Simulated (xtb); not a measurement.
Se(F)(SeH) (FHSe2), SMILES [SeH][Se]F. All values are semi-empirical tight-binding results from xtb (GFN2-xTB unless named), good for trends rather than for accurate numbers. Geometry: GFN2-xTB. One conformer was computed; it need not be the lowest.

Optimised geometry:

```xyz
4

Se     0.5145     0.3440     0.7696
F      1.5515     1.3886    -0.3638
Se    -0.9133    -0.6520    -0.6562
H     -0.4038    -2.0263    -0.5843
```
Charge 0, spin multiplicity 1.

### Question
Estimate the properties. (Estimate from the structure and the level; the computed values follow.)

### Answer

```yaml
orbital_gap: 2.82 eV
zero_point_energy: 5.3 kcal/mol
G − E(el) at 298.15 K (modified RRHO): -13.5 kcal/mol
static polarisability (D4 model): 59.2 bohr³
solvation energy, GFN2-xTB/ALPB(water): -2.1 kcal/mol
solvation energy, GFN2-xTB/ALPB(toluene): -3.0 kcal/mol
```

### Question
Give the atomic charges and the Wiberg bond orders between heavy atoms. (Estimate from the structure and the level; the computed values follow.)

### Answer
charges (e) Se1 0.14, F2 -0.23, Se3 -0.05, H4 0.14. Bond orders Se1–F2 1.13, Se1–Se3 1.45.
